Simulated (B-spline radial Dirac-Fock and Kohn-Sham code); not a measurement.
## Photoemission from Sc at 6000 eV, detector at θ = 45°, φ = 0°

System: atomic scandium, configuration 1s2 2s2 2p6 3s2 3p6 3d1 4s2. Model: Dirac-Hartree-Slater photoionisation with a Latter tail; cross sections with all multipoles, angular parameters from the dipole term and its interference with E2. Program: a B-spline atomic structure program. Thresholds are tabulated edges, those marked * orbital energies of the model. For linearly polarised light dσ/dΩ = σ/(4π) [1 + β P₂(cos θ) + (δ + γ cos²θ) sin θ cos φ], with θ from the polarisation vector and φ the angle between the beam and the projection of the electron momentum on the plane normal to the polarisation. The dipole factor is 1 + βP₂ and the non-dipole term is the rest of the bracket. Open shells are filled statistically over j.

```tsv
subshell	threshold (eV)	σ (kb)	β	γ	δ	dipole factor	non-dipole term	dσ/dΩ (kb/sr)
1s	4492.0	26.5	2.00	0.60	0.000	1.500	+0.211	3.60
2s	498.0	1.77	2.00	1.16	0.000	1.500	+0.410	0.270
2p1/2	403.6	0.345	0.77	1.11	0.163	1.193	+0.506	0.0466
2p3/2	398.7	0.654	0.76	1.10	0.163	1.191	+0.505	0.0883
3s	60.12*	0.237	2.00	1.21	0.000	1.500	+0.426	0.0363
3p1/2	38.82*	0.0405	0.74	1.08	0.164	1.184	+0.499	0.00542
3p3/2	38.26*	0.0768	0.73	1.08	0.165	1.181	+0.498	0.0103
3d3/2	6.37*	6.83e-05	0.32	0.75	0.408	1.080	+0.555	8.88e-06
3d5/2	6.33*	9.94e-05	0.32	0.76	0.409	1.081	+0.558	1.30e-05
4s	5.66*	0.0167	2.00	1.21	0.000	1.500	+0.428	0.00256
```

Values without a named source are computed, but for edge energies of neutral atoms, which are taken from tables.
